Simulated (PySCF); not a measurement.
SCF from a fresh guess for singlet NbSCl3, at the PBE0 minimum. PySCF input:

```python
from pyscf import gto, scf, dft
mol = gto.M(atom='''
Nb     0.000000    -0.020053    -0.014186
S      0.000000    -1.749290    -1.237457
Cl     1.872827    -0.074046     1.272095
Cl    -1.872827    -0.074046     1.272095
Cl    -0.000000     1.799308    -1.376111''',
    basis={'Nb': 'def2-SVP', 'S': 'def2-SVP', 'Cl': 'def2-SVP'},
    ecp={'Nb': 'def2-SVP'},
    charge=0, spin=0)
mf = dft.RKS(mol, xc='PBE0')
mf.grids.atom_grid = (50, 194)
aux = {'Nb': 'def2-universal-JKFIT', 'S': 'def2-universal-JKFIT', 'Cl': 'def2-universal-JKFIT'}
mf = mf.density_fit(auxbasis=aux)
mf.conv_tol = 1e-08
mf.diis_space = 10
mf.max_cycle = 60
mf.init_guess = 'minao'
mf.verbose = 4
mf.kernel()
```

Excerpt of the output (cycles and frontier levels):

```
init E= -1828.11719373517
  HOMO = -0.552022626431101  LUMO = -0.497836401206112  gap/eV = 1.47448
cycle= 1 E= -1831.25198763329  delta_E= -3.13  |g|= 3.74  |ddm|= 4.99
cycle= 2 E= -1822.00279055014  delta_E= 9.25  |g|= 6.17  |ddm|=   12
  HOMO = -0.302250766529186  LUMO = -0.0216202818678443  gap/eV = 7.63634
cycle= 3 E= -1834.33630725603  delta_E= -12.3  |g|= 1.27  |ddm|= 10.6
  HOMO = -0.285405789187018  LUMO = -0.113024773383723  gap/eV = 4.69073
cycle= 4 E= -1834.85510162066  delta_E= -0.519  |g|= 0.185  |ddm|=  1.5
  HOMO = -0.318796397215942  LUMO = -0.132264310044427  gap/eV = 5.07580
cycle= 5 E= -1834.86251161749  delta_E= -0.00741  |g|= 0.0683  |ddm|= 0.325
  HOMO = -0.31584002523718  LUMO = -0.125984144860086  gap/eV = 5.16624
cycle= 6 E= -1834.86353159018  delta_E= -0.00102  |g|= 0.0316  |ddm|= 0.118
  HOMO = -0.314291901643429  LUMO = -0.124169848495957  gap/eV = 5.17348
cycle= 7 E= -1834.86385259607  delta_E= -0.000321  |g|= 0.00397  |ddm|= 0.044
  HOMO = -0.314736125652568  LUMO = -0.124181648304678  gap/eV = 5.18525
cycle= 8 E= -1834.86385536574  delta_E= -2.77e-06  |g|= 0.00267  |ddm|= 0.00744
  HOMO = -0.314498690661905  LUMO = -0.124110458778109  gap/eV = 5.18073
cycle= 9 E= -1834.86385759848  delta_E= -2.23e-06  |g|= 0.000622  |ddm|= 0.00386
  HOMO = -0.314551262684495  LUMO = -0.124131923905276  gap/eV = 5.18157
cycle= 10 E= -1834.86385773234  delta_E= -1.34e-07  |g|= 0.000252  |ddm|= 0.00111
  HOMO = -0.314543311584674  LUMO = -0.12413857148789  gap/eV = 5.18118
cycle= 11 E= -1834.86385775382  delta_E= -2.15e-08  |g|= 4.43e-05  |ddm|= 0.000334
  HOMO = -0.31454257228259  LUMO = -0.124139601641199  gap/eV = 5.18113
cycle= 12 E= -1834.86385775452  delta_E= -7.02e-10  |g|= 5.89e-06  |ddm|= 7.53e-05
  HOMO = -0.314542039367723  LUMO = -0.124138353775789  gap/eV = 5.18115
Extra cycle  E= -1834.86385775451  delta_E= 1.18e-11  |g|= 1.14e-05  |ddm|= 1.7e-05
converged SCF energy = -1834.86385775451
```

No lower solution of this spin was found by a stability analysis within the restricted form, which does not test spin polarisation.

Stability towards spin polarisation was not tested.

The search for the lowest solution, with the stability check, took 11 s on 2 threads of a shared Arm Neoverse N1 host, with 103 basis functions; the process peaked at 0.4 GiB.
